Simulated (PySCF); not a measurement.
# How methods differ on the excitation energy of Cu

Cu [Ar] 3d10 4s1 (2S) → Cu [Ar] 3d9 4s1 4p1 (high-spin determinant), as a difference of total energies. Calculation: PySCF 2.14, in def2-QZVPPD (11s6p5d4f2g, 100 functions); no relativity, point nucleus. Correlated levels: valence: [Ar] frozen; valence and next inner shell: [Ne] frozen. The calculations carry no spin-orbit coupling.

| method | excitation energy (eV) |
| --- | --- |
| UHF | 2.331 |
| LDA | 6.310 |
| PBE | 5.784 |
| PBE0 | 5.070 |
| r2SCAN | 5.123 |
| BHandHLYP | 4.552 |
| CAM-B3LYP | 5.318 |
| PW91 | 5.812 |
| revPBE | 5.682 |
| MP2 (valence) | 5.868 |
| SCS-MP2 (valence) | 5.535 |
| MP2 (valence and next inner shell) | 6.459 |
| SCS-MP2 (valence and next inner shell) | 5.991 |

Problem. How much does correlation contribute at MP2 (valence and next inner shell)?

Solution. 6.459 − (2.331) = 4.128 eV, measured against UHF.

A first-order spin-orbit estimate (lowest level to lowest level, LS coupling) adds -0.094 eV.

The determinant of the upper state mixes LS terms, which raises its energy above the lowest term, most at the Hartree-Fock and MP2 levels.
